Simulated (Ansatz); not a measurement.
`OB(O)O` and `C[Se]B(O)O` differ in one atom or group.

Ansatz, PBE0-D4/def2-TZVP geometries, multiplicity 1. Each molecule was computed in one conformer, which needn't be the lowest.

Scalar relativity is left out up to krypton.

| property | `OB(O)O` |
| --- | --- |
| HOMO energy (B3LYP/def2-TZVPP) / eV | -9.05 |
| LUMO energy (B3LYP/def2-TZVPP) / eV | 0.18 |
| size of the dipole moment (PBE/def2-TZVPP) / D | 0.00 |
| HOMO energy (PBE0/def2-TZVPP) / eV | -9.33 |
| size of the dipole moment (B3LYP/def2-TZVPP) / D | 0.00 |
| HOMO–LUMO gap (PBE0/def2-TZVPP) / eV | 9.92 |

Problem. Give the same properties after the change, and the shifts. (Estimate.)

Solution. Ansatz gave: 
| property | `C[Se]B(O)O` | shift |
| --- | --- | --- |
| HOMO energy (B3LYP/def2-TZVPP) / eV | -6.35 | 2.70 |
| LUMO energy (B3LYP/def2-TZVPP) / eV | -0.12 | -0.30 |
| size of the dipole moment (PBE/def2-TZVPP) / D | 0.62 | 0.62 |
| HOMO energy (PBE0/def2-TZVPP) / eV | -6.58 | 2.75 |
| size of the dipole moment (B3LYP/def2-TZVPP) / D | 0.58 | 0.58 |
| HOMO–LUMO gap (PBE0/def2-TZVPP) / eV | 6.76 | -3.16 |

With PBE0 the HOMO rises by 2.75 eV and the LUMO falls by 0.41 eV, so the gap narrows by about 3.16 eV. PBE moves the HOMO by 2.14 eV and ωB97M-V by 3.08 eV.

B3LYP here is the variant with VWN-RPA as its local correlation; programs differ in this.

Spin–orbit coupling is left out; it splits and shifts lone-pair levels of the heavy atoms by tenths of an eV.
